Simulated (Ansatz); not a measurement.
Geometry optimisation, RKS B3LYP-D4/def2-SVP in Ansatz 0.2.0.

The input (input.yaml):

```yaml
crystal:
  periodic: [false, false, false]
  atoms:
    - { symbol: Sn, position_ang: [0.505277, 0.209878, -0.424281] }
    - { symbol: Cl, position_ang: [-1.395444, 0.756092, 2.599603] }
    - { symbol: H, position_ang: [1.336813, 0.365416, -1.914263] }
    - { symbol: O, position_ang: [-1.161564, 1.251195, -0.710382] }
    - { symbol: H, position_ang: [-1.698754, 1.185357, 0.094905] }
    - { symbol: H, position_ang: [0.284051, -1.364708, 0.199435] }
    - { symbol: O, position_ang: [1.526851, 1.123712, 1.008303] }
    - { symbol: H, position_ang: [1.837624, 1.999645, 0.738138] }
    - { symbol: H, position_ang: [-0.135154, 1.178813, 2.447342] }
basis:
  gaussian: { orbitals: def2-SVP }
hamiltonian:
  xc: b3lyp
  dispersion: d4
relax:
  f_tol: 0.03
  max_steps: 50
```

Command:

```bash
$ ansatz run input.yaml --threads 2 --pin off --max-ram 3072MiB --backend cpu --events-out ev --progress --plain --runs-dir out
```

**Question.** Where does it end, and by what steps?

**Answer.** It converged. The force dipped under the threshold on the way, but the program's further checks kept it going. After 9 steps the energy has fallen by 0.176 eV; H9 moved furthest, 0.36 Å.

```
step  energy less start (eV)  largest force component (eV/Å)  accepted
   0                  0.0000                           0.869       yes
   1                 -0.0952                           0.768       yes
   2                 -0.1534                           0.486       yes
   3                 -0.1652                           0.515       yes
   4                 -0.1724                           0.091       yes
   5                 -0.1739                           0.068       yes
   6                 -0.1750                           0.028       yes
   7                 -0.1757                           0.037       yes
   8                 -0.1758                           0.031       yes
   9                 -0.1759                           0.013       yes
```

```xyz
9
Properties=species:S:1:pos:R:3
Sn 0.461 0.152 -0.457
Cl -1.201 1.052 2.627
H 1.405 0.497 -1.840
O -1.246 1.117 -0.723
H -1.710 1.186 0.129
H 0.305 -1.464 0.071
O 1.332 1.063 1.150
H 1.701 1.934 0.945
H 0.053 1.168 2.137
```

Whether the end is a true minimum wasn't checked by a vibrational analysis.

Time of the run: 25 s on 2 threads of Arm Neoverse V2 (shared host), peak memory 0.22 GiB.
